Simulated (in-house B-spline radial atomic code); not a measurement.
The numbers below are computed, except where a source is named.
# Be ion on Ge atom: potential, deflection and energy transfer

The pair potential comes from two frozen, spherical free-atom densities (PBE, B-spline radial code, scalar-relativistic past argon): electrostatics plus the change in Thomas-Fermi kinetic and Dirac exchange energy where they overlap, the recipe behind the universal ZBL potential, which averages such potentials (from solid-state densities) over many pairs. It is written V = (Z1 Z2 e²/r) φ(r/a), with e² = 14.3996 eV·Å and a = 0.46850 Å/(Z1^0.23 + Z2^0.23); ZBL's fit is φ = 0.18175 e^(−3.1998x) + 0.50986 e^(−0.94229x) + 0.28022 e^(−0.4029x) + 0.02817 e^(−0.20162x). Where φ falls below 4e-4 it is continued as an exponential.

Masses 9.01 and 72.63 u.

| x = r/a | φ, this pair | φ, ZBL |
| --- | --- | --- |
| 0.1 | 0.8882 | 0.8928 |
| 0.5 | 0.6171 | 0.6096 |
| 1.5 | 0.3093 | 0.2995 |
| 3 | 0.1318 | 0.1292 |
| 5 | 0.0509 | 0.05224 |
| 8 | 0.0178 | 0.01705 |
| 12 | 0.005179 | 0.00474 |
| 17 | 0.0008714 | 0.001212 |

Q: At x = 0.5 the electrostatic, kinetic and exchange parts are 15004.03, 2560.84 and -111.37 eV. Find r, V and φ.

A: a = 0.46850/(1.3755 + 2.2191) = 0.13033 Å, so r = 0.06517 Å. V = 15004.03 + 2560.84 + (-111.37) = 17453.50 eV. The bare repulsion is 4 × 32 × 14.3996/0.06517 = 28284 eV, so φ = 0.6171, +1.2 % against ZBL's 0.6096. The kinetic (Pauli) term is 15 % of V here.

Q: The ion comes in at 1.59 keV with impact parameter 0.0652 Å. The scattering integral gives a centre-of-mass angle of 140.4° and a closest approach of 2.173 a. What are the reduced energy, the energy passed on and the laboratory angles?

A: ε = E a M2/(Z1 Z2 e² (M1 + M2)) = 1590 × 6.2907e-05 = 0.1. The most that one collision can pass on is γE with γ = 4 M1 M2/(M1 + M2)² = 0.3927. Here T = γE sin²(θ/2) = 0.3927 × 1590 × 0.8853 = 552.7 eV. The ion turns by arctan(sin θ/(cos θ + M1/M2)) = 135.4° (second quadrant: it bounces back), and the struck atom leaves at (180° − θ)/2 = 19.8°. The closest approach is 0.283 Å. With ZBL the angle would be 139.86° and T = 550.8 eV.
